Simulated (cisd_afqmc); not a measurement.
Input (AFQMC/CISD/def2-TZVPP; cisd_afqmc is a phaseless AFQMC code with CISD trial states that reads the integrals written by Ansatz):

Ansatz 0.2 input:
```python
import cisd_afqmc

open("ham.yaml", "w").write("""\
crystal:
  periodic: [false, false, false]
  atoms:
    - {symbol: Sn, position_ang: [-0.27398500, -0.29800870, -0.15150228]}
    - {symbol: Cl, position_ang: [0.10159693, 1.40645448, -1.74126180]}
    - {symbol: Cl, position_ang: [-1.11448684, 0.72172916, 1.80484208]}
    - {symbol: Cl, position_ang: [1.81872814, -1.25168747, 0.38201466]}
basis:
  gaussian:
    orbitals: def2-TZVPP
magnetization: {spin_polarized: true, initial_magnetization: 1}
correlation: {method: ccsd, electrons: outside_noble_gas, hamiltonian_folder: ham}
""")
rep = cisd_afqmc.ansatz("ham.yaml")
e_ccsd = rep["correlation"]["coupled_cluster"]["energy"]["hartree"]
out = cisd_afqmc.run("ham", e_ccsd, trial="CISD", walkers=1000, populations=1, threads=12, dt=0.005, steps=40, early=36, settle=10, least=100,
    cut=5e-5, rank_cut=2e-4, target=0.0007, seconds=1500, seed=4, memory=62639, gpu=True)
```

Output:

```
orbitals 152, occupied [13, 12], factors 954 of 1220, rank of the doubles 1075 of 3487
E(HF) = -1592.021449
E(CCSD) on the cut factors = -1592.710464, shift to the whole factors -0.000003
Energy of the trial state on the determinant = -1592.710451
  tau behind 10.8 of longer steps, mean of the populations' last blocks
   2.0  -1592.74121
   4.0  -1592.74110
   6.0  -1592.74498
   8.0  -1592.74558
  10.0  -1592.74403
  12.0  -1592.74208
  14.0  -1592.74433
  16.0  -1592.74513
  18.0  -1592.74482
  20.0  -1592.74486
  22.0  -1592.74499
blocks 100 (0 outliers left out), error by blocks joined: 1: 0.00025, 2: 0.00032, 4: 0.00039, 8: 0.00050
E(AFQMC/CISD) = -1592.74419 +/- 0.00050
```

The error still grows at the longest joins of blocks, or few joins were possible, so the printed bar may be too narrow.
